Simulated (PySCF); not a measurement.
Gas-phase reaction: GaCl₃ + 3 F → GaF₃ + 3 Cl

Method: PySCF energies (xtb for GFN2) plus ideal-gas RRHO corrections (1 bar). † marks an energy on the PBE0/def2-TZVP geometry and frequencies; other levels use their own. MP2 and CCSD(T) freeze the core. 6-31G* has spherical d functions here. Open shells (unrestricted): F (multiplicity 2, electronic degeneracy 6), Cl (multiplicity 2, electronic degeneracy 6); the rest are closed-shell singlets. GFN2 has no spin-polarisation term. Spin-orbit splitting is ignored; it lowers the true energy and changes the entropy of F, Cl. B3LYP is the form with VWN-RPA correlation. Ga: all electrons, no relativistic terms. MP2 isn't extrapolated to the basis-set limit; its ΔH°(298 K) is -350.0 kJ in def2-SVP and -348.4 kJ in def2-TZVPP. CCSD(T) isn't extrapolated to the basis-set limit; its ΔH°(298 K) is -302.6 kJ in def2-SVP and -310.1 kJ in def2-TZVPP. The harmonic model lacks anharmonicity and excited electronic states, which grow with temperature; levels with a mode under 35 cm⁻¹ are left out.

```json
[
 {"level": "B3LYP/6-31G*", "ΔE electronic, kJ": "-351", "ΔH°(298 K), kJ": "-347", "ΔS°(298 K), J/K": "-11", "ΔG°(2500 K), kJ": "-306"},
 {"level": "B3LYP/def2-TZVP†", "ΔE electronic, kJ": "-327", "ΔH°(298 K), kJ": "-323", "ΔS°(298 K), J/K": "-10", "ΔG°(2500 K), kJ": "-287"},
 {"level": "CCSD(T)/def2-SVP†", "ΔE electronic, kJ": "-307", "ΔH°(298 K), kJ": "-303", "ΔS°(298 K), J/K": "-10", "ΔG°(2500 K), kJ": "-267"},
 {"level": "GFN2-xTB", "ΔE electronic, kJ": "-232", "ΔH°(298 K), kJ": "-231", "ΔS°(298 K), J/K": "1", "ΔG°(2500 K), kJ": "-229"},
 {"level": "HF/6-31G*", "ΔE electronic, kJ": "-158", "ΔH°(298 K), kJ": "-153", "ΔS°(298 K), J/K": "-11", "ΔG°(2500 K), kJ": "-111"},
 {"level": "M06-2X/def2-TZVP†", "ΔE electronic, kJ": "-300", "ΔH°(298 K), kJ": "-296", "ΔS°(298 K), J/K": "-10", "ΔG°(2500 K), kJ": "-260"},
 {"level": "MP2/def2-SVP†", "ΔE electronic, kJ": "-354", "ΔH°(298 K), kJ": "-350", "ΔS°(298 K), J/K": "-10", "ΔG°(2500 K), kJ": "-314"},
 {"level": "PBE/def2-SVP", "ΔE electronic, kJ": "-342", "ΔH°(298 K), kJ": "-338", "ΔS°(298 K), J/K": "-10", "ΔG°(2500 K), kJ": "-302"},
 {"level": "PBE0/def2-QZVP†", "ΔE electronic, kJ": "-285", "ΔH°(298 K), kJ": "-281", "ΔS°(298 K), J/K": "-10", "ΔG°(2500 K), kJ": "-245"},
 {"level": "PBE0/def2-SVP†", "ΔE electronic, kJ": "-275", "ΔH°(298 K), kJ": "-271", "ΔS°(298 K), J/K": "-10", "ΔG°(2500 K), kJ": "-235"},
 {"level": "r2SCAN/def2-TZVP†", "ΔE electronic, kJ": "-294", "ΔH°(298 K), kJ": "-289", "ΔS°(298 K), J/K": "-10", "ΔG°(2500 K), kJ": "-254"}
]
```
ΔH° is lowest at MP2/def2-SVP† and highest at HF/6-31G*. No reference value is set beside these.
